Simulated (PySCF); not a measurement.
# Telling isomers of C8H10FOP apart by NMR

[PySCF 2.14.0 with density-fitted response routines: geometry from GFN2-xTB; σ from GIAO-PBE0/pcSseg-1; in vacuum; single conformer; rapidly exchanging positions averaged; no relativistic terms]

Chemical shifts δ = σref − σ; ¹H (σref 31.72), ¹³C (σref 186.93) against TMS, all at this level. Splittings of carbon signals by F and P are missing where no couplings were computed. Where no couplings were computed, multiplicities follow the n + 1 count of equivalent neighbours, and m marks all less simple cases (inequivalent or close neighbours, rings, F or P nearby). Shifts are as computed. Against solution values, carbons near 30 ppm lie about +3 ppm off and those near 130 ppm about +5 ppm. Of 1211 compounds with measured shifts, 218 miss one by over three times the rms of a fit or turn the order of signals round; such compounds aren't used in these exercises.

(1) Tabulate the signals of `CP(C)(=O)c1ccc(F)cc1`, `C=CC1=C(C)[P@@H](=O)C(C)=C1F`, `C=C[P@@]1(=O)C(F)=CC(C)=C1C` and their relative energies.

(2) What is the quickest way to tell CP(C)(=O)c1ccc(F)cc1 from C=CC1=C(C)[P@@H](=O)C(C)=C1F?

(3) What is the quickest way to tell CP(C)(=O)c1ccc(F)cc1 from C=C[P@@]1(=O)C(F)=CC(C)=C1C?

(4) What is the quickest way to tell C=CC1=C(C)[P@@H](=O)C(C)=C1F from C=C[P@@]1(=O)C(F)=CC(C)=C1C?

Answers

(1) 
```json
{"SMILES": "CP(C)(=O)c1ccc(F)cc1", "carbon types": "2×C 4×CH 2×CH3", "δC": "175.0, 138.0, 138.0, 121.2, 22.1", "δH": "7.95 (m, 2H), 7.44 (m, 2H), 1.49 (m, 6H)", "E rel. (kcal/mol)": "0.0"}
{"SMILES": "C=CC1=C(C)[P@@H](=O)C(C)=C1F", "carbon types": "4×C 1×CH 1×CH2 2×CH3", "δC": "173.9, 145.5, 143.6, 133.4, 130.4, 118.3, 12.2, 9.3", "δH": "7.30 (m, 1H), 6.71 (m, 1H), 6.31 (m, 1H), 5.89 (m, 1H), 2.20 (m, 3H), 2.18 (m, 3H)", "E rel. (kcal/mol)": "48.9"}
{"SMILES": "C=C[P@@]1(=O)C(F)=CC(C)=C1C", "carbon types": "3×C 2×CH 1×CH2 2×CH3", "δC": "178.3, 148.5, 147.6, 136.9, 128.8, 124.3, 18.3, 10.3", "δH": "7.25 (m, 1H), 6.88 (m, 1H), 5.98 (m, 1H), 5.95 (m, 1H), 1.94 (s, 3H), 1.91 (m, 3H)", "E rel. (kcal/mol)": "52.5"}
```

Energies are electronic energies at PBE0/pcSseg-1 on these geometries, without zero-point or thermal terms, each for the one conformer computed, which needn't be the lowest.

(2) Count the carbon signals: 5 against 8. The first has an aromatic CH at 121.2 ppm, the second a terminal =CH2 carbon at 130.4 ppm. Their most deshielded carbons lie at 175.0 and 173.9 ppm. In the proton spectra the most deshielded non-exchanging signals are 7.95 (m, 2H) and 7.30 (m, 1H).

(3) Count the carbon signals: 5 against 8. The first has a substituted aromatic carbon (C) at 138.0 ppm, the second a terminal =CH2 carbon at 147.6 ppm. Their most deshielded carbons lie at 175.0 and 178.3 ppm. In the proton spectra the most deshielded non-exchanging signals are 7.95 (m, 2H) and 7.25 (m, 1H).

(4) Both give the same number of carbon signals, but DEPT or the intensities differ. The first has a terminal =CH2 carbon at 130.4 ppm, the second a terminal =CH2 carbon at 147.6 ppm. Their most deshielded carbons lie at 173.9 and 178.3 ppm.
